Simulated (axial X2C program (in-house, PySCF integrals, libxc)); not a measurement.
Values are calculated unless marked as measured or tabulated.
# EuCl: input and output of an open-shell CI run

Program: an in-house all-electron X2C program for linear molecules (integrals from PySCF).

Input and command:
```json
{"zs": [63, 17], "q": 0, "bas": ["dyall-v3z", "dyall-av3z"], "r0": 2.52, "metal": 0, "shells": [[3, [0, 1, 2, 3], 7], [0, [0], 1]], "fix": 0, "emax": 2.2, "nroots": 4}
```
```bash
python soci.py task.json out
```

Keys: zs atomic numbers; q charge; bas basis sets; r0 starting distance in Å; metal index of the metal atom; shells open shells as [l, |m| values, electrons]; fix electron count of the first shell held; emax energy window in eV; nroots roots for each Ω.

Output at R = 2.654 Å:

```
average of configuration f7 s1
basis functions 245  fitting functions 1200
iter      average energy  largest gradient
   1     -11296.036703013   6.27e+00
   2     -11296.509991613   1.54e-01
   3     -11296.513641149   4.15e-02
   4     -11296.513867980   1.54e-02
   5     -11296.514031809   3.26e-03
   6     -11296.514034778   1.33e-03
   7     -11296.514036418   2.58e-04
   8     -11296.514036471   9.65e-05
   9     -11296.514036486   4.69e-05
  10     -11296.514036487   6.28e-06
converged
CI levels
2*Omega        energy/Eh    cm-1   g(par)  dipole/D  leading shell counts
    0    -11296.95400766        0   0.000   -4.659  {'7 1': 1.0}
    2    -11296.95400745        0   3.996   -4.659  {'7 1': 1.0}
    4    -11296.95400682        0   7.993   -4.659  {'7 1': 1.0}
    6    -11296.95400579        0  11.989   -4.660  {'7 1': 1.0}
    8    -11296.95400439        1  15.986   -4.660  {'7 1': 1.0}
    6    -11296.94557477     1851  11.984   -4.663  {'7 1': 1.0}
    4    -11296.94556662     1853   7.990   -4.662  {'7 1': 1.0}
    2    -11296.94556172     1854   3.995   -4.662  {'7 1': 1.0}
    0    -11296.94556008     1854   0.000   -4.662  {'7 1': 1.0}
```

Dipoles in the output refer to the first atom as origin.

There is no dynamic correlation: spin–orbit spacings and, for f shells, spacings inside one term are the most reliable numbers, splittings between terms come out too wide, and energies between configurations are not reliable, so the lowest level need not be the ground state of the molecule. At most 4 roots were kept for each Ω > 0 (twice that for Ω = 0) within 2.2 eV of the lowest, so higher up levels can be missing between those listed; levels with Ω > 0 are doubly degenerate and listed once, Ω = 0 levels singly.
